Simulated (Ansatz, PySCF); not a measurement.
Pair of molecules: HCl (SMILES Cl) (first 2 atoms) with HBr (SMILES Br); geometry from B3LYP-D3(BJ)/def2-TZVP.
(charge 0, multiplicity 1):
```xyz
4

Cl     0.535    -0.466    -0.226
H      0.800     0.786    -0.124
Br     0.177    -0.309     3.689
H      0.255    -0.592     2.289
```

Basis-set superposition error: the interaction energy with monomers in their own basis, and in the dimer's basis (counterpoise).

The values were computed with Ansatz (Gaussian basis) for Hartree–Fock, density functionals and correlated methods; PySCF for 6-31G* rows, M06-2X. 

```csv
level,uncorrected (kJ/mol),counterpoise (kJ/mol),difference
HF/def2-TZVPPD,0.5,0.9,0.4
B3LYP/6-31G*,-5.4,-4.3,1.1
BHLYP/def2-TZVPPD,-4.4,-4.1,0.4
M06-2X/def2-TZVPPD,-6.5,-6.0,0.5
CAM-B3LYP/def2-TZVPPD,-5.4,-5.0,0.4
MP2/def2-TZVPPD,-8.3,-6.6,1.6
MP2/def2-QZVPPD,-8.2,-7.7,0.5
SCS-MP2/def2-QZVPPD,-6.0,-5.4,0.6
CCSD/def2-QZVPPD,-5.4,-5.0,0.4
CCSD(T)/def2-SVPD,-9.8,-4.2,5.6
```

The error is largest for CCSD(T)/def2-SVPD (5.6 kJ/mol) and smallest for BHLYP/def2-TZVPPD (0.4 kJ/mol).

Ansatz is a first-principles code.
